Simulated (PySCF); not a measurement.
How the method moves the HOMO and LUMO of `FB(F)/C=C1\C=CO1`

Compound: C₄H₃BF₂O.
Z-matrix (Å and degrees, PBE0-D3(BJ)/def2-SVP geometry), rows numbered from 1:
```
F 
B   1  1.3257
F   2  1.3213  1  116.76
C   2  1.5368  1  121.78  3   179.87
C   4  1.3367  2  120.43  1     0.00
C   5  1.4685  4  141.44  2    -0.24
C   6  1.3467  5   84.81  4  -179.35
O   7  1.3948  6   97.75  5    -0.08
H   4  1.0931  2  122.03  1  -179.91
H   6  1.0842  5  136.39  4     0.48
H   7  1.0902  6  141.20  5   179.75
```

Basis pcSseg-1 throughout (PySCF), one geometry. Isolated species at its PBE0-D3(BJ)/def2-SVP geometry, gas phase.

How do the orbital energies, the gap and the dipole change with the method?

```tsv
method	kind	HOMO (eV)	LUMO (eV)	gap (eV)	μ (D)	SCF cycles
BLYP	GGA	-5.94	-2.76	3.18	2.10	17
KT2	GGA	-6.17	-2.89	3.28	2.20	16
LDA	LDA	-6.32	-3.21	3.11	2.12	17
PBE0	global hybrid	-7.40	-2.06	5.35	2.32	14
BHandHLYP	global hybrid	-8.45	-0.99	7.46	2.54	13
wB97X-D	range-separated hybrid	-9.27	-0.29	8.98	2.35	15
HF	Hartree–Fock	-9.86	1.73	11.59	2.93	12
```

The HOMO spans 3.92 eV, from BLYP down to HF, and the gap runs from 3.11 eV (LDA) to 11.59 eV (HF). Over the methods BLYP (0 %), KT2 (0 %), LDA (0 %), PBE0 (25 %), BHandHLYP (50 %), HF (100 %), a straight line through the gap against the share of exact exchange rises by 0.84 eV for each 10 % (correlation coefficient 1.000). The dipole ranges from 2.10 D (BLYP) to 2.93 D (HF). This basis has no diffuse functions.
